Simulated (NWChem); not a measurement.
System: C₄H₁₂NSi, doublet; SMILES CN(C)[Si](C)C

Input file for NWChem:

```
start job
memory heap 200 mb stack 900 mb global 1100 mb
geometry units angstroms noautoz
  C     -1.208069    -1.757772     0.013975
  N     -0.000277    -0.957129     0.041819
  C      1.208667    -1.756092     0.015761
  Si    -0.001122     0.743392    -0.469404
  C     -1.549017     1.572572     0.269475
  C      1.545694     1.574150     0.269995
  H     -1.281592    -2.400622    -0.898221
  H     -1.248138    -2.440473     0.895006
  H     -2.110009    -1.116605     0.048812
  H      2.109655    -1.113675     0.052033
  H      1.284473    -2.398787    -0.896357
  H      1.248324    -2.438795     0.896810
  H     -1.496207     2.663871     0.077241
  H     -2.494160     1.207282    -0.179229
  H     -1.597912     1.415220     1.368894
  H      2.491283     1.211116    -0.179595
  H      1.490890     2.665618     0.079287
  H      1.595295     1.415401     1.369182
end
basis spherical
  C library def2-svp
  N library def2-svp
  Si library def2-svp
  H library def2-svp
end
dft
  odft
  mult 2
  xc b3lyp
  iterations 150
  mulliken
end
task dft energy
```

Excerpt of the output:

```
             Northwest Computational Chemistry Package (NWChem) 7.3.0
             --------------------------------------------------------

 CS  symmetry detected

                             Geometry "geometry" -> ""
                             -------------------------

 Output coordinates in angstroms (scale by  1.889725989 to convert to a.u.)

  No.       Tag          Charge          X              Y              Z
 ---- ---------------- ---------- -------------- -------------- --------------
    1 C                    6.0000     0.04602615    -1.75948950    -1.20836854
    2 N                    7.0000     0.06064586    -0.95936590     0.00000000
    3 C                    6.0000     0.04602615    -1.75948950     1.20836854
    4 Si                  14.0000    -0.47672818     0.73307330     0.00000000
    5 C                    6.0000     0.24952987     1.57433694    -1.54735568
    6 C                    6.0000     0.24952987     1.57433694     1.54735568
    7 H                    1.0000    -0.85611504    -2.41624614    -1.28303309
    8 H                    1.0000     0.93748479    -2.42852986    -1.24823154
    9 H                    1.0000     0.07168391    -1.11722555    -2.10983297
   10 H                    1.0000     0.07168391    -1.11722555     2.10983297
   11 H                    1.0000    -0.85611504    -2.41624614     1.28303309
   12 H                    1.0000     0.93748479    -2.42852986     1.24823154
   13 H                    1.0000     0.04125924     2.66263984    -1.49354905
   14 H                    1.0000    -0.19395056     1.20329500    -2.49272190
   15 H                    1.0000     1.35113826     1.43324965    -1.59660323
   16 H                    1.0000    -0.19395056     1.20329500     2.49272190
   17 H                    1.0000     0.04125924     2.66263984     1.49354905
   18 H                    1.0000     1.35113826     1.43324965     1.59660323

 Effective nuclear repulsion energy (a.u.)     310.6849741187

      Symmetry information
      --------------------

 Group name             Cs
 Group number              2
 Group order               2
 No. of unique centers    10

                                 NWChem DFT Module
                                 -----------------

 Summary of "ao basis" -> "ao basis" (spherical)
 ------------------------------------------------------------------------------
       Tag                 Description            Shells   Functions and Types
 ---------------- ------------------------------  ------  ---------------------
 C                          def2-svp                 6       14   3s2p1d
 N                          def2-svp                 6       14   3s2p1d
 Si                         def2-svp                 8       18   4s3p1d
 H                          def2-svp                 3        5   2s1p

      Symmetry analysis of basis
      --------------------------

        a'         81
        a"         67

            General Information
            -------------------
          SCF calculation type: DFT
          Wavefunction type:  spin polarized.
          No. of atoms     :    18
          No. of electrons :    57
           Alpha electrons :    29
            Beta electrons :    28
          Charge           :     0
          Spin multiplicity:     2
          Use of symmetry is: on ; symmetry adaption is: on
          Maximum number of iterations: 150
          AO basis - number of functions:   148
                     number of shells:    74
          Convergence on energy requested:  1.00D-06
          Convergence on density requested:  1.00D-05
          Convergence on gradient requested:  5.00D-04

              XC Information
              --------------
                         B3LYP Method XC Potential
                     Hartree-Fock (Exact) Exchange  0.200
                        Slater Exchange Functional  0.800 local
                    Becke 1988 Exchange Functional  0.720 non-local
              Lee-Yang-Parr Correlation Functional  0.810
                  VWN I RPA Correlation Functional  0.190 local

             Grid Information
             ----------------
          Grid used for XC integration:  medium
          Radial quadrature: Mura-Knowles
          Angular quadrature: Lebedev.
          Tag              B.-S. Rad. Rad. Pts. Rad. Cut. Ang. Pts.
          ---              ---------- --------- --------- ---------
          C                   0.70       49          12.0       434
          N                   0.65       49          11.0       434
          Si                  1.10       88          10.0       590
          H                   0.35       45          13.0       434
          Grid pruning is: on
          Number of quadrature shells:   505
          Spatial weights used:  Erf1

      Superposition of Atomic Density Guess
      -------------------------------------

 Sum of atomic energies:        -499.47331614

      Non-variational initial energy
      ------------------------------

 Total energy =    -503.143689
 1-e energy   =   -1299.031101
 2-e energy   =     485.202438
 HOMO         =      -0.110013
 LUMO         =       0.084821

   Symmetry analysis of molecular orbitals - initial alpha
   -------------------------------------------------------

  Numbering of irreducible representations:

     1 a'          2 a"

  Orbital symmetries:

     1 a'          2 a'          3 a'          4 a"          5 a'
     6 a"          7 a'          8 a'          9 a"         10 a'
    11 a'         12 a'         13 a"         14 a"         15 a'
    16 a'         17 a'         18 a"         19 a'         20 a'
    21 a"         22 a"         23 a'         24 a"         25 a"
    26 a'         27 a"         28 a'         29 a'         30 a'
    31 a"         32 a'         33 a'         34 a'         35 a"
    36 a'         37 a"         38 a'         39 a'

   Symmetry analysis of molecular orbitals - initial beta
   ------------------------------------------------------

  Numbering of irreducible representations:

     1 a'          2 a"

  Orbital symmetries:

     1 a'          2 a'          3 a'          4 a"          5 a'
     6 a"          7 a'          8 a'          9 a"         10 a'
    11 a'         12 a'         13 a"         14 a"         15 a'
    16 a'         17 a'         18 a"         19 a'         20 a'
    21 a"         22 a"         23 a'         24 a"         25 a"
    26 a'         27 a"         28 a'         29 a'         30 a'
    31 a"         32 a'         33 a'         34 a'         35 a"
    36 a'         37 a"         38 a'         39 a'

     ---------------------------------------------
      Total Density - Mulliken Population Analysis
     ---------------------------------------------

    Atom       Charge   Shell Charges
 -----------   ------   -------------------------------------------------------
    1 C    6     6.02   1.99  0.94  0.19  1.92  0.94  0.04
    2 N    7     7.73   1.99  1.03  0.53  2.44  1.72  0.02
    3 C    6     6.02   1.99  0.94  0.19  1.92  0.94  0.04
    4 Si  14    13.35   2.00  1.99  1.04  0.37  5.93  0.95  0.87  0.20
    5 C    6     6.60   1.99  0.97  0.29  2.08  1.25  0.01
    6 C    6     6.60   1.99  0.97  0.29  2.08  1.25  0.01
    7 H    1     0.93   0.68  0.22  0.02
    8 H    1     0.92   0.68  0.22  0.02
    9 H    1     0.91   0.68  0.21  0.02
   10 H    1     0.91   0.68  0.21  0.02
   11 H    1     0.93   0.68  0.22  0.02
   12 H    1     0.92   0.68  0.22  0.02
   13 H    1     0.87   0.65  0.19  0.03
   14 H    1     0.86   0.65  0.18  0.03
   15 H    1     0.87   0.65  0.19  0.03
   16 H    1     0.86   0.65  0.18  0.03
   17 H    1     0.87   0.65  0.19  0.03
   18 H    1     0.87   0.65  0.19  0.03

     --------------------------------------------
      Spin Density - Mulliken Population Analysis
     --------------------------------------------

    Atom       Charge   Shell Charges
 -----------   ------   -------------------------------------------------------
    1 C    6     0.00   0.00  0.00 -0.00  0.00  0.00  0.00
    2 N    7     0.12   0.00  0.00 -0.00  0.09  0.03  0.00
    3 C    6     0.00   0.00  0.00 -0.00  0.00  0.00  0.00
    4 Si  14     0.68   0.00  0.00  0.07  0.20  0.00  0.16  0.24  0.01
    5 C    6     0.05   0.00  0.01 -0.01  0.04  0.01  0.00
    6 C    6     0.05   0.00  0.01 -0.01  0.04  0.01  0.00
    7 H    1     0.01   0.00  0.01  0.00
    8 H    1     0.01   0.00  0.00  0.00
    9 H    1     0.00  -0.00  0.00  0.00
   10 H    1     0.00  -0.00  0.00  0.00
   11 H    1     0.01   0.00  0.01  0.00
   12 H    1     0.01   0.00  0.00  0.00
   13 H    1     0.00  -0.00  0.00  0.00
   14 H    1     0.00   0.00 -0.00  0.00
   15 H    1     0.03   0.01  0.02  0.00
   16 H    1     0.00   0.00 -0.00  0.00
   17 H    1     0.00  -0.00  0.00  0.00
   18 H    1     0.03   0.01  0.02  0.00

[...]
```

Level: B3LYP/def2-SVP, spin-unrestricted. Geometry: optimised at PBE-D3(BJ)/def2-SVP, spin-unrestricted. No frequency run checked for a minimum. No stability test was run on the SCF state.
